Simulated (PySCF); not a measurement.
Some computed properties have been withheld. Give your best values.

(OH)3Si-O-SiH3.
Bonds: Si1–O2, Si1–O3, Si1–O4, Si1–O5, O5–Si6. Hydrogens: H7 on O2; H8 on O3; H9 on O4; H10, H11, H12 on Si6.

```json
{"property": "point group", "level": "PBE0-D3(BJ)/def2-SVP", "value": "?"}
{"property": "rotational constants A, B, C", "level": "PBE0-D3(BJ)/def2-SVP", "value": "3.824, 1.423, 1.387 GHz"}
{"property": "dipole moment", "level": "CAM-B3LYP/def2-SVPD", "value": "0.84 D"}
{"property": "HOMO energy", "level": "CAM-B3LYP/def2-SVPD", "value": "-10.32 eV"}
{"property": "LUMO energy", "level": "CAM-B3LYP/def2-SVPD", "value": "?"}
{"property": "lowest singlet excitation", "level": "TDDFT CAM-B3LYP/def2-SVPD", "value": "?"}
{"property": "strongest line among the 10 lowest singlet transitions", "level": "TDDFT CAM-B3LYP/def2-SVPD", "value": "S8 at 9.03 eV (137 nm, f = 0.091)"}
{"property": "lowest triplet excitation (Tamm–Dancoff)", "level": "TDA CAM-B3LYP/def2-SVPD", "value": "7.24 eV"}
{"property": "static isotropic polarisability", "level": "CAM-B3LYP/def2-SVPD", "value": "63.5 au"}
{"property": "vertical ionisation energy", "level": "ΔSCF CAM-B3LYP/def2-SVPD", "value": "11.24 eV"}
{"property": "electronic spatial extent ⟨r²⟩ about the centre of nuclear charge", "level": "CAM-B3LYP/def2-SVPD", "value": "958 bohr²"}
{"property": "1H chemical shifts (computed TMS as zero) by class", "level": "GIAO KT2/pcSseg-1", "value": "5.10 (H10/H11/H12), 1.60 (H7/H8/H9) ppm"}
{"property": "isotropic shieldings of nuclei other than C and H, by class", "level": "GIAO KT2/pcSseg-1", "value": "279 (O2/O3/O4), 291 (O5), 395 (Si6), 428 (Si1) ppm"}
{"property": "core binding energies", "level": "ΔSCF SCAN, pcX-2 on the ionised atom, pcseg-1 elsewhere, spin-free X2C, 2p3/2 from a spin–orbit splitting computed afterwards within the 2p shell", "value": "Si2p3/2 107.6 (Si6), Si2p3/2 108.7 (Si1), O1s 538.1 (O5), O1s 539.0 (O2/O3/O4), Si1s 1847.5 (Si6), Si1s 1849.0 (Si1) eV"}
```

Gas-phase values; electronic properties from PySCF, density fitting. Geometry: PBE0-D3(BJ)/def2-SVP, one conformer, isolated molecule. NMR classes are plain means over equivalent atoms (diastereotopic ones count apart unless rotation or inversion swaps them), as if these changed places fast; in this geometry the members of some classes differ.

Q: Give the point group.

A: C1.

Q: What is the lowest singlet excitation?

A: 7.58 eV (163 nm, f = 0.001).

Q: Give the LUMO energy.

A: 0.30 eV.

The dipole equals about 2.8 × 10⁻³⁰ C·m (1 D = 3.33564 × 10⁻³⁰ C·m). The principal polarisabilities are 60.2, 61.0 and 69.2 au; their mean is the isotropic value. A dipole of 0.84 D is allowed in C1, and pure rotational transitions are dipole-allowed. The vertical singlet–triplet gap S1 − T1 is 0.34 eV (TDDFT singlet less Tamm–Dancoff triplet; S1: HOMO→LUMO, weight 0.71; T1: HOMO→LUMO, weight 0.58).

For the NMR shielding job (KT2/pcSseg-1), hardware: an Intel Xeon at 2.50 GHz with one thread (shared host). Cost: 60 s wall, 49 s CPU, 0.77 GiB resident at most.
